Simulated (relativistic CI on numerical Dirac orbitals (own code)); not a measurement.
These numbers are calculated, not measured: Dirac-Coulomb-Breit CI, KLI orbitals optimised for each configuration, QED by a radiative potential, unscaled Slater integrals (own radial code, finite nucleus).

Configurations in the expansion (outside the closed core [Ne]): 3s2.3p6.3d3, 3s2.3p5.3d4, 3s.3p6.3d4, 3s2.3p6.3d2.4s, 3s2.3p6.3d2.4p, 3s2.3p6.3d2.4d, 3s2.3p6.3d2.4f, 3s2.3p6.3d.4s.4p, 3s2.3p5.3d3.4s, 3s2.3p6.3d2.5s, 3s2.3p6.3d2.5p, 3s2.3p5.3d3.4p, 3s2.3p6.3d.4p.4d, 3s2.3p6.3d2.5d, 3s2.3p6.3d2.5f, 3s2.3p6.3d2.5g, 3s2.3p6.3d2.6s, 3s2.3p6.3d2.6p, 3s2.3p5.3d3.4d, 3s2.3p6.3d2.6d, 3s.3p6.3d3.4s, 3s2.3p5.3d3.4f, 3s.3p6.3d3.4p, 3p6.3d5, 3p5.3d6, 3s2.3p6.3d.4s2, 3s2.3p6.4s2.4p, 3s2.3p6.4s2.4d, 3s2.3p6.4s2.4f, 3s2.3p6.3d.4p2, 3s2.3p6.4s.4p2, 3s2.3p6.4p3, 3s2.3p6.4p2.4d, 3s2.3p6.4p2.4f, 3s2.3p6.3d.4s.4d, 3s2.3p6.4s.4p.4d, 3s2.3p6.4s.4d2, 3s2.3p6.4s.4d.4f, 3s2.3p6.3d.4d2, 3s2.3p6.4p.4d2, 3s2.3p6.4d3, 3s2.3p6.4d2.4f, 3s.3p6.3d2.4s2, 3s.3p6.3d.4s2.4p, 3s.3p6.3d.4s2.4d, 3s.3p6.3d.4s2.4f, 3p6.3d4.4s, 3p5.3d5.4s. Double excitations out of closed p, d and f shells are left out; levels of such configurations are missing from the list, as are those of other unlisted configurations, and high levels can miss mixing partners. These lack a partner that the ground configuration has and come out too high: 3s2.3p5.3d3.4p, 3s2.3p5.3d3.4d, 3s2.3p5.3d3.4f.

At this charge energies of transitions that change n are usually good to better than 1 %, and those within a shell (Δn = 0) to a few per cent. Terms inside the open d or f shell come out 10 to 20 % too wide with unscaled integrals.

Outline of the computed level scheme of Ge XII. Lowest level of each configuration: 3s2.3p6.3d3 4F_3/2 at 0.0000 eV; 3s2.3p5.3d4 6D°_9/2 at 74.5890 eV.

Some strong electric-dipole decays among the lowest 45 levels: 3s2.3p5.3d4 4P°_3/2 → 3s2.3p6.3d3 4P_1/2 (3.3e+09 s⁻¹); 3s2.3p5.3d4 4G°_9/2 → 3s2.3p6.3d3 4F_7/2 (2.9e+09 s⁻¹); 3s2.3p5.3d4 4H°_7/2 → 3s2.3p6.3d3 4F_5/2 (2.3e+09 s⁻¹); 3s2.3p5.3d4 4P°_3/2 → 3s2.3p6.3d3 4P_3/2 (1.9e+09 s⁻¹); 3s2.3p5.3d4 4G°_11/2 → 3s2.3p6.3d3 4F_9/2 (1.8e+09 s⁻¹).

LS names give the leading component of a level, which can be under half, so a name can repeat, a term be missing and a line seem to break the LS rules.
